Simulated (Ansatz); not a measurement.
A geometry relaxed with r2SCAN-D4/def2-SVP (Ansatz, a first-principles code), charge 0, multiplicity 1:

```xyz
15

H     -2.0802     0.8658    -1.1683
C      1.7998    -0.6653    -1.0034
H     -1.9580    -0.4827     2.1328
H      1.3309    -0.5235    -1.9961
N     -0.0938     1.6596     0.8199
H      0.2914     1.8576     1.7366
H      2.3582     0.2613    -0.7637
H     -0.8935    -1.7445     1.8553
O      0.8560    -0.9777    -0.0113
H      0.1621     2.3647     0.1380
N     -1.3086     0.2079    -1.1170
Si    -0.4207     0.0376     0.3605
H      2.5281    -1.4893    -1.0782
N     -1.0546    -0.7475     1.7561
H     -1.5170    -0.6241    -1.6612
```

**Question.** Write the SMILES of this molecule.

**Answer.** `CO[Si](N)(N)N`
